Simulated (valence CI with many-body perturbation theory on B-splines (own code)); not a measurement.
# Hyperfine factors and g values of Rh24+

Calculated by valence CI with perturbative core correlation (CI+MBPT): three valence electrons over a frozen Dirac-Fock core [Ar], a basis of 9 s, 9 p, 10 d, 8 f, 5 g, 3 h, 1 i functions for each j, with the one-electron correlation potential Σ1, the two-electron term Σ2, the three-electron term Σ3, Breit, model QED; selected CI, second order for the rest (own B-spline code, finite nucleus).

No measured spectrum was set against this ion. As an estimate, terms of the open shell hold to 2 to 4 % of their energy, and close levels can change places. Only levels of the ground parity were solved; by the run's estimate the other parity begins above the list, which can be wrong where configurations are misplaced.

A/g_I is the dipole constant over the nuclear g factor μ/I (μ in nuclear magnetons, uniformly magnetised nucleus), B/Q the quadrupole constant per barn. Both hold the static response of the core; the bare values leave it out. Large factors of s and p1/2 electrons are usually good to 5 to 10 %; those of open d and f shells near neutrality can be off by tens of per cent, and small factors of p3/2, d and f electrons come from cancelling terms and can be off by a factor of two or in sign, in half-filled shells by more. B is blank for J = 1/2, where it vanishes, and for nearly pure S terms. Energies count from the lowest level.

Names give the largest LS component (configuration and term), which can be under half, so a name can repeat, a term be missing and a line seem to break the LS rules; names also repeat where a configuration has a term twice. Letters in brackets count levels of one name in rising energy.

| Level | E (cm⁻¹) | g | A/g_I (MHz) | A/g_I bare | B/Q (MHz/b) | B/Q bare |
| --- | --- | --- | --- | --- | --- | --- |
| 3d3 4F_3/2 | 0.0 | 0.475 | 15900 | 15500 | -4950 | -5070 |
| 3d3 4F_5/2 | 27163 | 1.034 | 9000 | 9050 | -3700 | -3790 |
| 3d3 4F_7/2 | 49087 | 1.195 | 7830 | 7980 | -3040 | -3120 |
| 3d3 4F_9/2 | 64040 | 1.231 | 8360 | 8530 | -663 | -686 |
| 3d3 4P_3/2 | 70068 | 1.399 | 7400 | 7680 | -5650 | -5790 |
| 3d3 4P_1/2 | 80445 | 2.137 | -8200 | -7350 |  |  |
| 3d3 2G_7/2 | 104530 | 0.935 | 9850 | 9840 | 4740 | 4860 |
| 3d3 2H_9/2 | 109150 | 1.058 | 8800 | 8870 | 10200 | 10400 |
| 3d3 4P_5/2 | 114390 | 1.553 | 2490 | 2900 | 8440 | 8630 |
| 3d3 2D_3/2 [a] | 128590 | 1.173 | 8490 | 8620 | -9100 | -9320 |
| 3d3 2P_1/2 | 137110 | 1.194 | -952 | -736 |  |  |
| 3d3 2H_11/2 | 147530 | 1.088 | 8770 | 8850 | 19800 | 20200 |
| 3d3 2D_5/2 [a] | 158050 | 1.210 | 7790 | 7960 | -4670 | -4790 |
| 3d3 2G_9/2 | 167250 | 1.055 | 7310 | 7390 | 7150 | 7330 |
| 3d3 2P_3/2 | 186450 | 1.201 | 7300 | 7460 | 1480 | 1510 |
| 3d3 2F_5/2 | 191120 | 0.906 | 7870 | 7850 | 12500 | 12800 |
| 3d3 2F_7/2 | 192340 | 1.130 | 8710 | 8820 | 5150 | 5290 |
| 3d3 2D_3/2 [b] | 284650 | 0.802 | 13900 | 13800 | 11600 | 11800 |
| 3d3 2D_5/2 [b] | 286710 | 1.168 | 6740 | 6890 | 8260 | 8460 |

Question: Take the isotope of mass number 103, with I = 1/2, μ = -0.08829 μN. What is the hyperfine structure of 3d3 4F_7/2?

Answer: From the table A = -1380 MHz. Shifts from the centre of gravity in MHz: F = 3: 3100, F = 4: -2420.
